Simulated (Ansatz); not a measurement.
Reaction (germylene formation by 1,1-elimination): `C[CH](C)[GeH]([CH](C)C)[CH](C)C` → `CC(C)C(C)C` + `C[CH](C)[GeH]`

Gas-phase electronic energies from Ansatz, PBE0-D4/def2-TZVP geometries. CCSD(T)/CBS adds triple-zeta CCSD(T) − MP2 to the extrapolated MP2 energy (def2 sets, frozen cores). Functionals use def2-TZVPP. For Ge outer-core shells are correlated without core-valence functions, which leaves a few kJ/mol of doubt a bond. Scalar relativity is left out up to krypton. One conformer a species, not always the lowest.

Question: Is it downhill or uphill in electronic energy at CCSD(T)/CBS, and by how much? (Best estimate.)

Answer: Computed: Uphill: ΔE = +1.70 eV.

Question: What do these levels give: ωB97X-V, ωB97M-V, B2PLYP, PBE-QIDH, PBE0, RPA@PBE/def2-TZVPP, HF/def2-SVP, CCSD/def2-SVP, CCSD(T)/def2-SVP, MP2/def2-TZVPP, CCSD(T)/def2-TZVPP, HF/def2-QZVPP? (Best estimate.)

Answer: Computed: ωB97X-V 1.71, ωB97M-V 1.58, B2PLYP 1.49, PBE-QIDH 1.80, PBE0 1.51, RPA@PBE/def2-TZVPP 1.69, HF/def2-SVP 1.15, CCSD/def2-SVP 1.46, CCSD(T)/def2-SVP 1.52, MP2/def2-TZVPP 1.99, CCSD(T)/def2-TZVPP 1.80, HF/def2-QZVPP 1.13 eV.

Largest T1 diagnostic among the species: 0.011.

The D4 term adds +0.30 eV with B3LYP and +0.19 eV with PBE0; it sums over pairs of atoms, weighted by their polarisabilities, and B3LYP, whose exchange is more repulsive, gets the larger term. In def2-TZVPP, CCSD(T) changes the Hartree–Fock value by +0.63 eV (the triples alone add +0.08 eV) and MP2 by +0.83 eV.

B3LYP here is the variant with VWN-RPA as its local correlation; programs differ in this.
